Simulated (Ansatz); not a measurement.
Al(Me)(vinyl)(OH) (C3H7AlO), SMILES [OH][Al]([CH3])[CH]=C.

Geometry optimised at PBE0-D3(BJ)/def2-SVP. The structure was generated by enumeration; whether it is a known compound was not checked. The values are those of a single conformer.

Two levels are set side by side: PBE/def2-SVPD (Ansatz, a first-principles code) and CAM-B3LYP/def2-SVPD (Ansatz). Energy differences of separate SCF runs at the same geometry; the states with an electron removed or added have multiplicity 2 and 2. Differences are taken from unrounded values.

```
quantity                           CAM-B3LYP   PBE  PBE minus CAM-B3LYP
---------------------------------  ---------  ----  -------------------
vertical ionisation energy (eV)         9.97  9.33                -0.63
vertical singlet–triplet gap (eV)       4.03  4.09                 0.06
```
